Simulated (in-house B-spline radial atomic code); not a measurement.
**How G0W0 and RPA depend on the start: the bromine ion Br²⁺**

Configuration [Ar] 3d10 4s2 4p3, highest spin. Computed with a B-spline radial code for spherical atoms: all electrons, non-relativistic, point nucleus, each spin shell either full or empty, empty states to l = 9 with an (l + 1/2)⁻⁴ tail; G0W0 by contour deformation at full frequency.

```
            start  mean-field 4p up (eV)  G0W0 (eV)  QP weight  RPA correlation (Eh)
     Hartree-Fock                 -35.15          ?          ?                     ?
         LDA VWN5                -29.435     -35.23      0.924               -2.4245
              PBE                -29.401     -35.24      0.923               -2.4198
             PBE0                 -31.05     -35.37      0.940               -2.3593
           r2SCAN                 -30.00     -35.31      0.934               -2.3816
            HSE06                 -30.60     -35.35      0.936               -2.3652
  B3LYP (VWN-RPA)                 -30.56     -35.34      0.937               -2.3729
             SCAN                 -30.04     -35.29      0.934               -2.3802
             TPSS                -29.609     -35.28      0.926               -2.4079
        BHandHLYP                 -32.35     -35.46      0.950               -2.3053
        CAM-B3LYP                 -32.33     -35.46      0.950               -2.3462
          LC-wPBE                 -34.02     -35.54      0.958               -2.3448
            wB97X                 -33.42     -35.51      0.956               -2.3322
           PBEsol                -29.389          ?          ?                     ?
             BLYP                -29.061     -35.21      0.921               -2.4218
          r2SCAN0                 -31.46     -35.40      0.945               -2.3342
LDA exchange-only                -28.400     -35.27      0.917               -2.4239
```

Problem. What G0W0 level, weight and RPA correlation energy follow from the Hartree-Fock start?

Solution. G0W0 level -35.65 eV, weight 0.964, RPA correlation -2.2048 hartree.

Problem. What G0W0 level, weight and RPA correlation energy follow from the PBEsol start?

Solution. G0W0 level -35.24 eV, weight 0.924, RPA correlation -2.4214 hartree.

Problem. How much of the dependence on the start does G0W0 remove?

Solution. The mean-field levels span 6.75 eV and the G0W0 levels 0.44 eV. Against 34.871 ± 0.019 eV (NIST, measured) the G0W0 removal energies are off by +0.34 to +0.78 eV, with relativity, Breit and QED terms left out.
